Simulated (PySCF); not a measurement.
## C₆ coefficients of unlike pairs at PBE

Calculated with PySCF 2.14 from the dipole response of each species, C₆(A,B) = (3/π) ∫ α_A(iu) α_B(iu) du, in atomic units, from isotropic polarisabilities. For ions this is the dispersion term alone; charge-induced terms of lower order in 1/R come first.

| species | configuration | basis | relativity | α (bohr³) | C₆ (like pair) |
| --- | --- | --- | --- | --- | --- |
| Se²⁺ | [Ar] 3d10 4s2 4p2 (3P) | x2c-TZVPPall with one added diffuse shell each of s, p, d type (7s6p5d1f) | spin-free X2C | 9.265 | 42.37 |
| Si³⁺ | [Ne] 3s1 (2S) | aug-cc-pCVTZ-DK (8s7p5d3f) | spin-free X2C | 6.951 | 12.95 |
| Cl⁺ | [Ne] 3s2 3p4 (3P) | aug-cc-pwCVTZ (8s7p5d3f) | none | 8.830 | 41.98 |
| Pt²⁺ | [Xe] 4f14 5d8 (3F) | x2c-TZVPPall with one added diffuse shell each of s, p, d, f type (12s8p8d4f1g) | spin-free X2C | 9.812 | 64.03 |

Task: Estimate C₆ for Pt²⁺ with Se²⁺.

Result: The integral gives 50.95. The combination rule 2 C_A C_B / (C_A α_B/α_A + C_B α_A/α_B) gives 51.51 and the geometric mean 52.09.

No spin-orbit coupling is included.

The other pairs:

```tsv
pair	C₆
Cl⁺, Se²⁺	42.13
Si³⁺, Se²⁺	22.50
Pt²⁺, Si³⁺	26.07
Pt²⁺, Cl⁺	51.06
Cl⁺, Si³⁺	22.14
```
